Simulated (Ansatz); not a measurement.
Relaxation of H$_{7}$NO$_{2}$SiZn (12 atoms, charge 0, multiplicity 1), to a largest force component of 0.03 eV/Å in at most 50 steps.

These are results of RKS LDA/def2-SVP in Ansatz, not measurements.

```xyz
12
Properties=species:S:1:pos:R:3:forces:R:3
Zn 0.808 -0.441 -0.458 0.74 0.09 1.27
O -0.442 0.254 2.149 0.61 -0.16 -0.41
H -0.765 -0.609 2.472 0.01 0.00 -0.01
O -0.465 -0.384 -1.646 0.00 -0.02 -0.06
H -0.140 -0.537 -2.553 -0.01 0.00 0.06
N 2.205 -0.523 0.809 -1.12 0.10 -0.64
H 2.410 -1.463 1.174 0.01 0.03 -0.01
Si 3.525 0.596 0.740 0.04 0.04 0.01
H 4.742 0.102 -0.018 -0.02 0.01 0.01
H 3.022 1.828 0.023 -0.01 -0.04 0.02
H 4.014 1.009 2.114 -0.02 -0.03 -0.05
H 0.548 0.148 2.178 -0.23 -0.03 -0.19
```

Problem. Where does it end, and by what steps?

Solution. The run converged. After 12 steps the energy has fallen by 0.594 eV; H10 moved furthest, 0.73 Å. Joined: Zn1–O2.

| step | energy less start (eV) | largest force component (eV/Å) | accepted |
| --- | --- | --- | --- |
| 0 | 0.0000 | 1.269 | yes |
| 1 | -0.2193 | 0.842 | yes |
| 2 | -0.4231 | 0.900 | yes |
| 3 | -0.4839 | 1.006 | yes |
| 4 | -0.5521 | 0.382 | yes |
| 5 | -0.5696 | 0.151 | yes |
| 6 | -0.5773 | 0.106 | yes |
| 7 | -0.5825 | 0.236 | yes |
| 8 | -0.5883 | 0.137 | yes |
| 9 | -0.5907 | 0.082 | yes |
| 10 | -0.5923 | 0.080 | yes |
| 11 | -0.5935 | 0.053 | yes |
| 12 | -0.5941 | 0.023 | yes |

```xyz
12
Properties=species:S:1:pos:R:3
Zn 0.659 -0.418 -0.178
O -0.109 0.379 1.591
H -0.823 -0.071 2.081
O -0.501 -0.561 -1.493
H -0.079 -0.875 -2.313
N 2.159 -0.576 0.951
H 2.507 -1.536 1.089
Si 3.428 0.607 0.858
H 4.391 0.435 -0.302
H 2.764 1.953 0.692
H 4.271 0.631 2.115
H 0.797 0.009 1.893
```

The run took 5.9 s on 4 threads of AMD EPYC 9R45 96-Core Processor (Zen 5) (shared host), peak memory 0.2 GiB.
